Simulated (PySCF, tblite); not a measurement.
Species: C5H6F4O2Si.
SMILES with atom numbers: `[CH3:1][O:2]/[C:3]([SiH3:4])=[C:5](/[C:6](=[O:7])[F:8])[C:9]([F:10])([F:11])[F:12]` (hydrogens: H13, H14, H15 on C1; H16, H17, H18 on Si4)

The geometry is computed with GFN2-xTB (gas phase).

Entries marked ? are missing. Bonds in one row agree within 0.01 Å.

```csv
coordinate,value
C1–O2,1.414 Å
O2–C3,?
C3–Si4,?
C3=C5,1.375 Å
C5–C6,1.422 Å
C6=O7,1.207 Å
C6–F8,1.341 Å
C5–C9,1.504 Å
"C9–F10, C9–F11",?
C9–F12,?
"C1–H13, C1–H14, C1–H15",1.090 Å
"Si4–H16, Si4–H17",1.455 Å
Si4–H18,1.480 Å
C1–O2–C3,122.0°
O2–C3–Si4,?
O2–C3–C5,?
Si4–C3–C5,115.6°
C3–C5–C6,?
C3–C5–C9,125.9°
C6–C5–C9,118.1°
C5–C6–O7,125.4°
C5–C6–F8,116.1°
O7–C6–F8,118.5°
C5–C9–F10,112.0°
C5–C9–F12,114.0°
F10–C9–F11,106.2°
```

**Question.** Estimate the withheld lengths and angles.

**Answer.** 
- O2–C3 = 1.309 Å, drawn single (ether oxygen to vinylic carbon bearing oxygen); 0.08 Å below the sum of covalent radii, 1.39 Å.
- C3–Si4 = 1.934 Å, drawn single (vinylic carbon bearing oxygen to SiH3 silicon); 0.09 Å above the sum of covalent radii, 1.84 Å.
- C9–F10, C9–F11 = 1.346 Å, drawn single (CF3 carbon to fluorine of a CF3 group); 0.02 Å above the sum of covalent radii, 1.33 Å.
- C9–F12 = 1.336 Å, drawn single (CF3 carbon to fluorine of a CF3 group); 0.01 Å above the sum of covalent radii, 1.33 Å.
- O2–C3–Si4 = 126.5°, at the vinylic carbon bearing oxygen; the outer atoms are 2.909 Å apart.
- O2–C3–C5 = 117.9°, at the vinylic carbon bearing oxygen; the outer atoms are 2.299 Å apart.
- C3–C5–C6 = 115.9°, at the fully substituted alkene carbon; the outer atoms are 2.371 Å apart.

Radii are Cordero's, carbon taken as 0.76, 0.73 or 0.69 Å for four, three, and two or fewer neighbours.

Its GFN2-xTB frequencies are all real (lowest 19 cm⁻¹). One conformer, not necessarily the lowest (C1–O2–C3–Si4 1°, C3–C5–C6–O7 0°). Si4 and O7 aren't drawn bonded (4 bonds apart) but lie 2.33 Å from each other; Cordero's covalent radii sum to 1.77 Å.
